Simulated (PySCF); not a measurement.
C3H5ClGe.
Numbering: `[Cl:1][Ge@@H:2]1[CH:3]=[CH:4][CH2:5]1` (hydrogens: H6 on Ge2; H7 on C3; H8 on C4; H9, H10 on C5)

Computed, not measured: PBE0-D3(BJ)/def2-SVP geometry optimisation, gas phase in PySCF 2.14.0.

Q: What internal coordinates does the optimisation give?

A: 
```tsv
bond	length (Å)	order
Cl1–Ge2	2.169	single
Ge2–C3	1.934	single
C3=C4	1.349	double
C4–C5	1.515	single
Ge2–C5	1.982	single
Ge2–H6	1.537	single
C3–H7	1.092	single
C4–H8	1.100	single
C5–H9	1.102	single
C5–H10	1.101	single
```

Orders are formal, as drawn. A selection of angles:
```tsv
angle	degrees
Cl1–Ge2–C3	117.2
Cl1–Ge2–C5	115.7
Cl1–Ge2–H6	105.8
C3–Ge2–C5	73.9
C3–Ge2–H6	121.2
C5–Ge2–H6	121.1
Ge2–C3–C4	90.9
Ge2–C3–H7	141.1
C4–C3–H7	128.0
C3–C4–C5	110.5
C3–C4–H8	125.9
C5–C4–H8	123.6
C4–C5–H9	115.4
C4–C5–H10	114.0
Ge2–C5–C4	84.5
Ge2–C5–H9	118.2
Ge2–C5–H10	114.6
H9–C5–H10	108.7
```

Torsions: Cl1–Ge2–C3–C4 -114° (anticlinal); Ge2–C3–C4–C5 3° (synperiplanar); C3–C4–C5–Ge2 -3° (synperiplanar); Cl1–Ge2–C5–C4 115° (anticlinal).

Ge2 (germanium bonded to 2 C, Cl and H) has angles from 73.9° to 121.2°. The C–C distances run from 1.349 Å (C3=C4, drawn double) to 1.515 Å (C4–C5, drawn single), a spread of 0.166 Å. The C–Ge distances run from 1.934 Å (Ge2–C3, drawn single) to 1.982 Å (Ge2–C5, drawn single), a spread of 0.048 Å. The 4-membered ring Ge2–C3–C4–C5 has internal angles of 73.9° to 110.5° (sum 360°, against 360° for a flat polygon); it is almost planar, 0.02 Å rms from its mean plane, widest ring torsion 3°.

Not checked by PBE0-D3(BJ)/def2-SVP frequencies.
